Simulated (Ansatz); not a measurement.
Geometry optimisation, DFT PBE-D3(BJ), scalar-relativistic, plane waves, PAW in Ansatz 0.2.0.

The input (input.yaml):

```yaml
crystal:
  lattice:
    - [0.0, 5.43, 5.43]
    - [5.43, 0.0, 5.43]
    - [5.43, 5.43, 0.0]
  atoms:
    - { symbol: Si, position: [0.0, 0.0, 0.0] }
    - { symbol: Si, position: [0.125, 0.125, 0.125] }
    - { symbol: Si, position: [0.0, 0.0, 0.5] }
    - { symbol: Si, position: [0.125, 0.125, 0.625] }
    - { symbol: Si, position: [0.0, 0.5, 0.0] }
    - { symbol: Si, position: [0.125, 0.625, 0.125] }
    - { symbol: Si, position: [0.0, 0.5, 0.5] }
    - { symbol: Si, position: [0.125, 0.625, 0.625] }
    - { symbol: Si, position: [0.5, 0.0, 0.0] }
    - { symbol: Si, position: [0.625, 0.125, 0.125] }
    - { symbol: Si, position: [0.5, 0.0, 0.5] }
    - { symbol: Si, position: [0.625, 0.125, 0.625] }
    - { symbol: Si, position: [0.5, 0.5, 0.0] }
    - { symbol: Si, position: [0.625, 0.625, 0.125] }
    - { symbol: Si, position: [0.5, 0.5, 0.5] }
    - { symbol: Si, position: [0.625, 0.625, 0.625] }
    - { symbol: Ge, position: [0.8167455, 0.3157869, 0.0608746] }
basis:
  ecutwfc: 420.0
kpoints:
  mp_grid: { grid: [2, 2, 2] }
hamiltonian:
  xc: pbe
  dispersion: d3bj
  pseudopotentials: { kind: paw, azcp: { folder: soft_1 } }
scf:
  occupations: { method: fermi_dirac, width: 0.02 }
  lower_state_search: "off"
relax:
  f_tol: 0.08
  max_steps: 25
  adjacent_minimum: "off"
```

Run as:

```bash
$ ansatz run input.yaml --threads 1 --pin off --max-ram 3072MiB --backend cpu --events-out ev --progress --plain --runs-dir out
```

**Question.** Where does it end, and by what steps?

**Answer.** The run converged. Limits of this set-up: coarse k mesh, a small cell, in which the defect meets its images. After 4 steps the energy has fallen by 1.587 eV; Si12 moved furthest, 0.46 Å.

| step | energy less start (eV) | largest force component (eV/Å) | accepted |
| --- | --- | --- | --- |
| 0 | 0.0000 | 3.333 | yes |
| 1 | -1.1899 | 1.305 | yes |
| 2 | -1.5495 | 0.169 | yes |
| 3 | -1.5747 | 0.144 | yes |
| 4 | -1.5868 | 0.023 | yes |

```xyz
17
Lattice="0.0000 5.4300 5.4300 5.4300 0.0000 5.4300 5.4300 5.4300 0.0000" Properties=species:S:1:pos:R:3
Si -0.131 0.121 -0.118
Si 1.237 1.490 1.480
Si 2.632 2.740 0.085
Si 4.049 4.156 1.277
Si 2.836 0.121 2.849
Si 4.319 1.605 3.829
Si 5.693 2.978 2.455
Si 6.871 4.157 4.098
Si -0.246 2.470 2.964
Si 1.238 3.953 3.945
Si 2.632 5.348 2.693
Si 3.810 6.525 4.338
Si 2.836 2.585 5.312
Si 4.204 3.953 6.910
Si 5.455 5.347 5.515
Si 6.871 6.764 6.707
Ge 2.037 4.753 6.112
```

Time of the run: 33 s on 1 thread of Arm Neoverse V1 (shared host), peak memory 0.54 GiB.
